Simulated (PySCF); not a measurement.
**Cl⁺ (chlorine, charge +1) across methods**

[Ne] 3s2 3p3 4s1, high-spin 5S determinant (an excited configuration). Computed with PySCF 2.14 in aug-cc-pVQZ-DK (7s6p4d3f2g, 84 functions), with the spin-free X2C one-electron Hamiltonian (Gaussian nucleus).

| method | E (hartree) | mean ε 3s β (eV) | mean ε 3p α (eV) | mean ε 4s α (eV) | Σ⟨r²⟩ (bohr²) | ⟨S²⟩ |
| --- | --- | --- | --- | --- | --- | --- |
| BP86 | -460.6543 | -35.305 | -26.003 | -8.350 | 33.83 | 6.000 |
| UHF | -460.00387 | -39.599 | -32.647 | -10.011 | 34.77 | 6.000 |
| TPSS | -460.6237 | -35.057 | -26.259 | -8.082 | 34.15 | 6.000 |
| PBE0 | -460.4621 | -36.598 | -27.844 | -8.720 | 34.02 | 6.000 |
| LDA | -459.0914 | -35.295 | -25.922 | -8.347 | 33.73 | 6.000 |
| PBE | -460.4296 | -35.025 | -25.973 | -8.176 | 33.85 | 6.000 |
| r2SCAN | -460.5701 | -35.224 | -26.766 | -8.202 | 34.43 | 6.000 |
| r2SCAN0 | -460.5708 | -36.667 | -28.373 | -8.735 | 34.35 | 6.000 |
| CAM-B3LYP | -460.6228 | -38.466 | -29.111 | -9.533 | 33.94 | 6.000 |

The outer electron is Rydberg-like, and this basis confines it to a smaller radius and binds it less than a complete one would.
